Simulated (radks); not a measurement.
Results of a calculation; reference values are marked as such.
Q: Spherical jellium clusters: N electrons in a uniform positive sphere of charge N and radius rs N^(1/3), rs = 4.1 bohr. Level of theory: non-relativistic Kohn-Sham, LDA (Slater exchange, Perdew-Wang correlation), spin-polarised, spherical densities (a radial shooting solver with Libxc functionals). Levels are named by radial order and angular momentum (1s, 1p, 1d, 2s, ...), and open shells are averaged over m. Each electron was tried in the lowest free levels, single moves between levels near the top were tried too, and the lowest total energy was kept; such a search can miss a lower state. Give the order in which the levels fill up to N = 22, the shell closures and the spin along the way.

A: Shells are first occupied in the order 1s, 1p, 1d, 2s, 1f. Open shells at each N (closed shells left out): 1: 1s(up 1, down 0); 2: none; 3: 1p(up 1, down 0); 4: 1p(up 2, down 0); 5: 1p(up 3, down 0); 6: 1p(up 3, down 1); 7: 1p(up 3, down 2); 8: none; 9: 1d(up 1, down 0); 10: 1d(up 2, down 0); 11: 1d(up 3, down 0); 12: 1d(up 4, down 0); 13: 1d(up 5, down 0); 14: 1d(up 5, down 1); 15: 1d(up 5, down 2); 16: 1d(up 5, down 3); 17: 1d(up 5, down 4); 18: none; 19: 2s(up 1, down 0); 20: none; 21: 1f(up 1, down 0); 22: 1f(up 2, down 0). All shells are closed at N = 2, 8, 18, 20 (there: 1s2 1p6 1d10 2s2). Largest 2S: 5, at N = 13.
